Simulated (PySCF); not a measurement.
Bonds broken one at a time in the series Ge F-H. Gas-phase values, no solvent. Strings in code marks are SMILES.

These are B3LYP-D3(BJ)/def2-TZVP run with PySCF values and carry that method's errors. B3LYP has the VWN-RPA correlation part, as in Gaussian. 

```csv
species,dipole moment (D)
whole molecule (`[F][Ge]([F])([F])[F]`),___
radical fragment (`[F][Ge]([F])[F]`),2.18
radical fragment (`[F][GeH][F]`),2.56
whole molecule (`[F][GeH3]`),2.19
```

Problem. Complete the blanks.

Solution. 
- whole molecule (`[F][Ge]([F])([F])[F]`), dipole moment (D): 0.00
